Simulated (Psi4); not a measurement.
SnSe (SMILES [Se][Sn]): name the method

The species is SnSe (2 atoms), meant as a singlet with charge 0. As SMILES, `[Se][Sn]`. The shape is that of a PBE0-D4/def2-TZVP optimisation.

```csv
atom,x (Å),y (Å),z (Å)
Se,0.0000,0.0000,0.0065
Sn,0.0000,0.0000,2.3318
```

Orbital energies are those of the mean-field step.

A calculation with Psi4 1.11 gave:

```yaml
total_energy: -2615.6588 Eh
dipole_moment: 3.48 D
HOMO_energy: -9.12 eV
LUMO_energy: -0.74 eV
HOMO–LUMO_gap: 8.38 eV
```

Question: Which of these levels gave the numbers?
A. DSD-PBEP86/def2-TZVP (core potential, density fitting for correlation)
B. wB97X-V/def2-TZVP (core potential)
C. HF/3-21G
D. MP2/def2-TZVP (core potential)

Answer: B. The others give -2614.7236 Eh (DSD-PBEP86/def2-TZVP (core potential, density fitting for correlation)), -8384.7994 Eh (HF/3-21G), -2613.8174 Eh (MP2/def2-TZVP (core potential)).
